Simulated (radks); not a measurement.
Valence configurations of Pr II (all share [Xe]). Calculated with a radial shooting solver on a logarithmic mesh with Libxc functionals: Dirac Kohn-Sham, PBE, spin-unpolarised, spherical densities, point nucleus; open shells are shared between the two j in proportion to 2j + 1. Energies are relative to 4f3 6s1; eigenvalues in eV.

[
 {"valence": "4f3 6s1", "E (eV)": "0.000", "e(4f5/2)": "-7.219", "e(4f7/2)": "-6.876", "e(5d3/2)": "-", "e(5d5/2)": "-", "e(6p1/2)": "-"},
 {"valence": "4f2.5 6s1.5", "E (eV)": "0.129", "e(4f5/2)": "-10.696", "e(4f7/2)": "-10.326", "e(5d3/2)": "-", "e(5d5/2)": "-", "e(6p1/2)": "-"},
 {"valence": "4f3 5d0.5 6s0.5", "E (eV)": "0.417", "e(4f5/2)": "-6.323", "e(4f7/2)": "-5.982", "e(5d3/2)": "-6.839", "e(5d5/2)": "-6.651", "e(6p1/2)": "-"},
 {"valence": "4f3 5d1", "E (eV)": "0.927", "e(4f5/2)": "-5.505", "e(4f7/2)": "-5.166", "e(5d3/2)": "-6.265", "e(5d5/2)": "-6.089", "e(6p1/2)": "-"},
 {"valence": "4f2 6s2", "E (eV)": "1.758", "e(4f5/2)": "-14.701", "e(4f7/2)": "-14.306", "e(5d3/2)": "-", "e(5d5/2)": "-", "e(6p1/2)": "-"},
 {"valence": "4f3 6p1", "E (eV)": "2.883", "e(4f5/2)": "-8.306", "e(4f7/2)": "-7.962", "e(5d3/2)": "-", "e(5d5/2)": "-", "e(6p1/2)": "-5.998"},
 {"valence": "4f4", "E (eV)": "2.949", "e(4f5/2)": "-2.960", "e(4f7/2)": "-2.673", "e(5d3/2)": "-", "e(5d5/2)": "-", "e(6p1/2)": "-"},
 {"valence": "4f2 6s1 6p1", "E (eV)": "5.141", "e(4f5/2)": "-15.790", "e(4f7/2)": "-15.393", "e(5d3/2)": "-", "e(5d5/2)": "-", "e(6p1/2)": "-6.953"},
 {"valence": "4f2 6p2", "E (eV)": "8.568", "e(4f5/2)": "-16.841", "e(4f7/2)": "-16.444", "e(5d3/2)": "-", "e(5d5/2)": "-", "e(6p1/2)": "-7.426"},
 {"valence": "4f1 6s1 6p2", "E (eV)": "18.284", "e(4f5/2)": "-25.942", "e(4f7/2)": "-25.496", "e(5d3/2)": "-", "e(5d5/2)": "-", "e(6p1/2)": "-8.324"}
]

NIST lists [Xe] 4f3 6s1 as the ground configuration; this level of theory agrees among the configurations tried. The energies are those of spherical spin-averaged densities, not of single terms.
